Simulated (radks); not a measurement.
The numbers below are computed, except where a source is named.
Q: Valence configurations of Sc II (all share [Ar]). Code: a radial shooting solver on a logarithmic mesh with Libxc functionals. Model: non-relativistic Kohn-Sham, PBEsol, spin-polarised, spherical densities, point nucleus; open shells are filled with parallel spins first. Order these by energy: 3d0.5 4p1.5; 4s2; 3d2; 3d1 4s1; 3d0.5 4s1.5; 3d1 4s0.5 4p0.5; 3d1 4p1; 3d0.5 4s0.5 4p1; 4s1 4p1; 3d0.5 4s1 4p0.5.

A: From the lowest, in eV above it: 3d1 4s1 0.000; 3d2 0.421; 3d0.5 4s1.5 1.024; 3d1 4s0.5 4p0.5 1.742; 3d0.5 4s1 4p0.5 2.283; 4s2 2.378; 3d1 4p1 3.474; 3d0.5 4s0.5 4p1 4.126; 4s1 4p1 5.349; 3d0.5 4p1.5 5.963. NIST lists [Ar] 3d1 4s1 as the ground configuration; this level of theory agrees among the configurations tried. The energies are those of spherical high-spin densities, not of single terms.
